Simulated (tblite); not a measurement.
C5H13O2Si, doublet, at a GFN2-xTB geometry; GFN1-xTB in tblite.

Input for tblite:
```
$ tblite run mol.xyz --method gfn1 --charge 0 --spin 1 --json tblite.json --no-restart

# file mol.xyz
21

C     -0.53608428     1.59741379    -1.87181813
Si    -0.11736644     0.93842841    -0.19522785
O     -1.02666715    -0.32203766     0.28778781
C     -2.41092301    -0.38594724     0.47464053
C     -2.77010341    -1.68109296     1.18858523
O      1.39656078     0.40061828    -0.35698788
C      2.18225323    -0.31463439     0.55532344
C      3.41189024    -0.86119726    -0.15467503
H     -1.55459834     1.74297786    -2.18475740
H      0.20253785     1.99901246    -2.53971618
H     -0.21631307     1.97910820     0.84676853
H     -2.74746741     0.47723964     1.06235511
H     -2.90876859    -0.34147202    -0.50223419
H     -2.43112153    -2.53190431     0.60340964
H     -2.28593384    -1.71538195     2.16122715
H     -3.84634796    -1.74637247     1.32358646
H      1.59647846    -1.13416246     0.98600211
H      2.48284490     0.35561608     1.37104260
H      3.98671879    -0.04329834    -0.58115987
H      3.10858626    -1.52598692    -0.95896810
H      4.03516911    -1.40927045     0.54689807
```

Output, abridged:

```
xTB calculator
 | screened Coulomb repulsion
 | Coulomb electrostatics
 |  * isotropic Klopman-Ohno-Mataga-Nishimoto electrostatics
 |  * onsite third-order electrostatics
 | DFT-D3(BJ) dispersion correction

halogen bonding energy    0.0000000000000E+00 Eh
repulsion energy          3.0517944488535E-01 Eh
dispersion energy        -7.7591738298253E-03 Eh
number of electrons       4.9000000000000E+01 e
integral cutoff           2.8146159136829E+01 bohr

------------------------------------------------------------
  cycle        total energy    energy error   density error
------------------------------------------------------------
      1     -28.69503012370  -2.8992450E+01   5.8381608E-01
      2     -28.90858166781  -2.1355154E-01   3.3276728E-01
      3     -28.90923283451  -6.5116671E-04   8.9119389E-02
      4     -28.91151953280  -2.2866983E-03   1.5529732E-02
      5     -28.91271069461  -1.1911618E-03   3.6026726E-03
      6     -28.91274484644  -3.4151831E-05   2.0481793E-03
      7     -28.91276919483  -2.4348394E-05   3.5968497E-04
      8     -28.91276985731  -6.6248049E-07   3.9370026E-05
      9     -28.91276986056  -3.2448462E-09   6.2122438E-06
------------------------------------------------------------

electronic energy        -2.9210190131615E+01 Eh
total energy             -2.8912769860560E+01 Eh

Post processing:
 | Mayer-Wiberg bond orders

[Info] JSON dump of results written to 'tblite.json'
```
